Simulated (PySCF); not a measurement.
## RbHg: one state, many levels of theory

State: ²Σ⁺ (doublet), unpaired electrons σ ↑. Set-up: basis Rb def2-SVP with ECP28, Hg def2-SVP with ECP60; scalar-relativistic core potentials; PySCF 2.14. De refers to Rb + Hg in their ground configurations, without counterpoise correction. The functionals are run spin-unrestricted. A positive dipole means Rb(−)Hg(+). Levels whose curve was spin-contaminated or gave no clean fit are not listed.

```csv
Level,Re (Å),ωe (cm⁻¹),De (eV),μ (D)
UHF-MP2,4.574,10.5,0.032,n/a
PBE,4.142,26.9,0.069,-0.51
r²SCAN,4.117,25.5,0.070,-0.34
B3LYP,4.325,20.3,0.032,-0.42
PBE0,4.245,22.5,0.047,-0.27
r²SCAN0,4.210,22.2,0.059,-0.34
M06-2X,4.078,32.3,0.093,0.03
```

(1) What does a quarter of exact exchange do here, going from PBE to PBE0?

(2) What does the step from GGA to meta-GGA do here, going from PBE to r²SCAN?

(3) What does a quarter of exact exchange do here, going from r²SCAN to r²SCAN0?

Correlated steps freeze no core orbitals. The bond is weak. Basis-set superposition, not corrected here, can be much of De in a small basis, most of all at correlated wavefunction levels. Functionals without a dispersion term scatter widely for such bonds, and LDA overbinds them. Spin–orbit coupling is left out. The state is the lowest determinant that a PBE0 search found; another state may lie lower at other levels.

Results:

(1) PBE0 less PBE: +10.3 pm in Re, -16.4 % in ωe, -0.02 eV in De. Exact exchange removes part of the self-interaction that spreads semilocal densities, and in most molecules shortens and stiffens the bond and lowers De; here Re and ωe go the other way.

(2) r²SCAN less PBE: -2.5 pm in Re, -5.2 % in ωe, +0.00 eV in De. 

(3) r²SCAN0 less r²SCAN: +9.3 pm in Re, -12.9 % in ωe, -0.01 eV in De. Exact exchange removes part of the self-interaction that spreads semilocal densities, and in most molecules shortens and stiffens the bond and lowers De; here Re and ωe go the other way.
